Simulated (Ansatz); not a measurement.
One change: `N=C(N)[SiH2]Cl` becomes `N=C(N)[SiH3]`.

Ansatz, PBE0-D4/def2-TZVP geometries, multiplicity 1. Each molecule was computed in one conformer, which needn't be the lowest.

| property | `N=C(N)[SiH2]Cl` |
| --- | --- |
| HOMO–LUMO gap (PBE/def2-TZVPP) / eV | 4.97 |
| HOMO energy (PBE0/def2-TZVPP) / eV | -7.31 |
| LUMO energy (PBE/def2-TZVPP) / eV | -1.09 |
| HOMO–LUMO gap (PBE0/def2-TZVPP) / eV | 7.20 |
| HOMO energy (ωB97M-V/def2-TZVPP) / eV | -9.57 |
| size of the dipole moment (B3LYP/def2-TZVPP) / D | 2.71 |

Question: What does the change do to each property? (Best estimate.)

Answer: The calculation gave: 
```tsv
property	`N=C(N)[SiH3]`	shift
HOMO–LUMO gap (PBE/def2-TZVPP) / eV	4.91	-0.06
HOMO energy (PBE0/def2-TZVPP) / eV	-7.16	0.15
LUMO energy (PBE/def2-TZVPP) / eV	-0.97	0.12
HOMO–LUMO gap (PBE0/def2-TZVPP) / eV	7.17	-0.03
HOMO energy (ωB97M-V/def2-TZVPP) / eV	-9.44	0.13
size of the dipole moment (B3LYP/def2-TZVPP) / D	3.26	0.55
```

Dipoles are sizes alone; their direction can turn.

B3LYP here is the variant with VWN-RPA as its local correlation; programs differ in this.
